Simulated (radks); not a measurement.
Values are calculated unless marked as measured or tabulated.
All-electron atom: the lead ion Pb66+ in [Ne] 3s2 3p4. Code: a radial shooting solver on a logarithmic mesh with Libxc functionals. Model: scalar-relativistic Kohn-Sham, PBE, spin-polarised, spherical densities, finite nucleus; open shells are filled with parallel spins first (spin-orbit coupling, left out, can overturn this in heavy ions); Fermi nuclear charge, rms radius 5.5012 fm. Some entries of the table are withheld. Estimate them.

orbital  occ.  eigenvalue (eV)  r(max) (bohr)  <r> (bohr)
1s up       1        -93611.58       0.009846     0.01605
1s down     1        -93603.05       0.009846     0.01605
2s up       1        -21096.57        0.05690     0.06697
2s down     1        -21090.79        0.05690     0.06696
2p up       3        -18892.97        0.04730     0.06068
2p down     3        -18884.58        0.04732     0.06068
3s up       1        -8408.197            (1)      0.1628
3s down     1        -8383.830            (2)      0.1629
3p up       3        -7764.447         0.1524      0.1616
3p down     1        -7740.199         0.1524      0.1617
3d up       0        -7247.569         0.1215      0.1432
3d down     0        -7227.434         0.1213      0.1431
4s up       0        -4444.931         0.3078      0.3049
4s down     0        -4436.016         0.3081      0.3053

Answer. 
(1) 3s up r(max) (bohr): 0.1542
(2) 3s down r(max) (bohr): 0.1542
